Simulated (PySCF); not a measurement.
Problem. What does the PBE0-D3(BJ)/def2-SVP structure of InChI=1S/C6H16BN/c1-6-4-7-8(2,3)5-6/h6H,4-5,7H2,1-3H3/t6-/m0/s1 look like in three dimensions?

Solution. 
```
atom  x, y, z in Å
C1     2.7387    0.0289   -0.1061
C2     1.3066   -0.1174    0.3839
C3     0.9174    0.7673    1.5759
B4    -0.6945    1.0022    1.4761
N5    -1.0370    0.3211   -0.0276
C6    -1.9789    1.1386   -0.8002
C7    -1.5966   -1.0285    0.1434
C8     0.2914    0.2513   -0.6873
H9     3.4478   -0.2245    0.6961
H10    2.9577   -0.6257   -0.9654
H11    2.9437    1.0689   -0.4099
H12    1.1520   -1.1785    0.6518
H13    1.4576    1.7267    1.4878
H14    1.2481    0.3134    2.5235
H15   -1.3919    0.3910    2.2787
H16   -1.0355    2.1769    1.3852
H17   -2.1656    0.6879   -1.7893
H18   -2.9247    1.2138   -0.2482
H19   -1.5672    2.1471   -0.9196
H20   -2.5502   -0.9535    0.6790
H21   -0.9149   -1.6392    0.7444
H22   -1.7548   -1.5067   -0.8380
H23    0.2563   -0.4379   -1.5495
H24    0.5174    1.2606   -1.0661
```

Orientation and origin are arbitrary. Atoms count from 1 in this order. B4 (four-coordinate boron) is distorted tetrahedral (angles from 101.4° to 116.7°). The 5-membered ring C2–C3–B4–N5–C8 has internal angles of 101.4° to 107.2°; it is puckered, 0.18 Å rms from its mean plane, widest ring torsion 44°. N5 (nitrogen bonded to B and 3 C) is distorted tetrahedral (angles from 103.5° to 112.0°). Of the pairs four or more bonds apart, H12···H21 is among the closest relative to their van der Waals radii: 2.12 Å, 88 % of the sum of Bondi's values.

Bonds between heavy atoms (Å): C1–C2 1.521, C2–C3 1.535, C3–B4 1.632, B4–N5 1.686, N5–C6 1.467, N5–C7 1.471, N5–C8 1.485, C2–C8 1.521.

Theory: PySCF, PBE0-D3(BJ)/def2-SVP geometry optimisation, gas phase.

Point group: C1 (no symmetry element, even within 0.4 Å). Stationary, but not proved a minimum. The numbers are those of one conformer (C1–C2–C3–B4 153°, C2–C3–B4–N5 -8°, C3–B4–N5–C6 -138°, B4–N5–C8–C2 38°).
